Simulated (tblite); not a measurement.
Run record: tight-binding relaxation, `C#C[C@@]1([S][GeH3])C[C@H]1C`.

Computed with GFN2-xTB geometry optimisation, gas phase (tblite 0.8.0). Start geometry: from a force field or distance geometry. The command runs a driver script over a list of jobs; the input below is this job's line of settings and its coordinates in Å.

Command:
```bash
OMP_NUM_THREADS=1 python probes_run.py task.json out
```

Input:
```
{"job": {"kind": "relax", "xc": "GFN2-xTB", "basis": "xTB"}, "charge": 0, "multiplicity": 1}
C     -1.487800    -0.022800     2.467900
C     -0.763100    -0.346600     1.565300
C      0.156000    -0.757300     0.488800
S      1.892000    -1.073800     0.887000
Ge     2.396300     1.075700     1.102200
C     -0.464200    -1.756900    -0.494300
C     -0.153600    -0.329200    -0.955900
C     -1.371100     0.565200    -1.182100
H     -2.139500     0.268000     3.254100
H      1.546300     1.702500     2.236300
H      3.900600     1.225100     1.427000
H      2.083100     1.803200    -0.235800
H     -1.541800    -1.988300    -0.336100
H      0.249300    -2.512600    -0.902900
H      0.723000    -0.223400    -1.620200
H     -1.121500     1.608100    -0.910100
H     -2.260800     0.251400    -0.588100
H     -1.651800     0.517900    -2.261100
```

Output:
```
step      E/eV     max force
  0    -626.77904    1.645
  1    -626.92344    1.916
  2    -626.94929    4.453
  3    -627.06273    0.802
  4    -627.07960    0.433
  5    -627.09485    0.320
  6    -627.10246    0.263
  7    -627.10635    0.151
  8    -627.10999    0.139
  9    -627.11283    0.157
... (54 lines left out)
 64    -627.13301    0.014
 65    -627.13304    0.016
 66    -627.13308    0.016
 67    -627.13312    0.014
 68    -627.13316    0.013
 69    -627.13318    0.013
 70    -627.13321    0.016
 71    -627.13324    0.016
 72    -627.13326    0.012
 73    -627.13327    0.008
```

«max force» is the largest atomic force in eV/Å.

**Question.** From which step on does the largest force stay under 0.1 eV/Å, and how much energy is left to gain from there?

**Answer.** From step 18 (0.062 eV/Å), 5.4 meV above the end.

Summary of the converged run: energy lowered by 8.2 kcal/mol over 73 steps; largest atomic force 0.008 eV/Å at the end.

**Question.** Give the final coordinates.

**Answer.** 0.105 Å rms from the input after alignment:
```
atom  x, y, z in Å
C1    -1.3771   -0.0071    2.4895
C2    -0.7404   -0.3770    1.5426
C3     0.0769   -0.8030    0.4594
S4     1.8330   -1.0166    0.9217
Ge5    2.3559    1.1033    1.1471
C6    -0.4654   -1.7814   -0.5500
C7    -0.2213   -0.3615   -0.9537
C8    -1.3724    0.5722   -1.2239
H9    -1.9575    0.3025    3.3065
H10    1.5402    1.7636    2.2192
H11    3.8072    1.1736    1.4996
H12    2.1232    1.8528   -0.1374
H13   -1.4862   -2.1094   -0.4175
H14    0.2064   -2.5476   -0.9054
H15    0.6494   -0.1839   -1.5767
H16   -1.0704    1.6056   -1.0573
H17   -2.2081    0.3487   -0.5649
H18   -1.7020    0.4715   -2.2570
```

On Arm Neoverse V1, one thread, on a shared host, this took 0.58 s of wall time.
Labels such as C1 count atoms from 1, the log's own numbers from 0.
